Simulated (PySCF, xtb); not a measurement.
Two conformers of C4H8O2 (SMILES C1COCCO1), B3LYP-D3(BJ)/def2-TZVP minima.
Conformer 1 (charge 0, multiplicity 1, Z-matrix in Å and degrees):
```
C
H 1 1.0907
H 1 1.0988 2 108.88
O 1 1.4219 2 106.82 3 118.53
C 4 1.4219 1 110.85 2 177.71
H 5 1.0907 4 106.82 1 -177.71
H 5 1.0988 6 108.88 4 118.53
C 5 1.5179 6 110.96 7 120.76
H 8 1.0907 5 110.96 6 -66.49
H 8 1.0988 9 108.88 5 -120.76
O 8 1.4219 9 106.82 10 -118.53
C 11 1.4219 8 110.85 9 -177.71
H 12 1.0907 11 106.82 8 177.71
H 12 1.0988 13 108.88 11 -118.53
```
Conformer 2 (charge 0, multiplicity 1):
```csv
atom,x (Å),y (Å),z (Å)
C,-1.2535,-0.3030,-0.4626
C,-0.9582,0.8686,0.4512
O,0.3535,1.3874,0.2388
C,1.2855,0.4144,-0.2299
C,0.9262,-0.9799,0.2411
O,-0.3534,-1.3872,-0.2400
H,-2.2615,-0.6798,-0.2796
H,-1.1967,0.0208,-1.5092
H,-1.0730,0.5596,1.4976
H,-1.6601,1.6824,0.2603
H,1.3277,0.4350,-1.3260
H,2.2674,0.7004,0.1516
H,0.9420,-1.0154,1.3375
H,1.6542,-1.7033,-0.1309
```

No zero-point or thermal terms.

Rows in 6-31G* carry no dispersion term and start afresh at each structure (6-31G* with six Cartesian d functions).

Codes used: PySCF for 6-31G* rows; xtb for the GFN methods. Each number belongs to the level named beside it.

### Question
Give the electronic energy of conformer 2 less that of conformer 1 at the level GFN2-xTB.

### Answer
20 kJ/mol
